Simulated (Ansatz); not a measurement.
Ansatz (an electronic-structure program) input (HF/3-21G): The .json file is the Basis Set Exchange's 3-21G.

Ansatz 0.2 input:
```yaml
crystal:
  periodic: [false, false, false]
  atoms:
    - {symbol: B, position_ang: [-0.83074681, 0.21937333, -0.03828978]}
    - {symbol: N, position_ang: [0.72108887, -0.11092964, 0.01207111]}
    - {symbol: H, position_ang: [-1.53554745, -0.74861428, -0.47172128]}
    - {symbol: H, position_ang: [-1.11968614, 1.31774662, -0.32374915]}
    - {symbol: H, position_ang: [-1.50352758, -0.39661631, 0.85026501]}
    - {symbol: H, position_ang: [0.93547027, -1.07448743, 0.26343977]}
    - {symbol: H, position_ang: [1.18389260, 0.50177691, 0.68669384]}
    - {symbol: H, position_ang: [1.14551024, 0.07983536, -0.89797705]}
basis:
  gaussian:
    orbitals: 3-21G.json
hamiltonian:
  xc: {name: HF}
total_charge: 1
magnetization: {spin_polarized: true, initial_magnetization: 1}
phonons: {temperatures: {t_min: 298.15, t_max: 298.15, t_step: 100}}
```

Problem. Which harmonic wavenumbers does it give?

Solution. 177, 567, 734, 788, 885, 921, 1042, 1109, 1256, 1671, 1730, 1827, 1827, 2192, 2907, 3501, 3561, 3598 cm⁻¹ (unscaled; negative means imaginary).
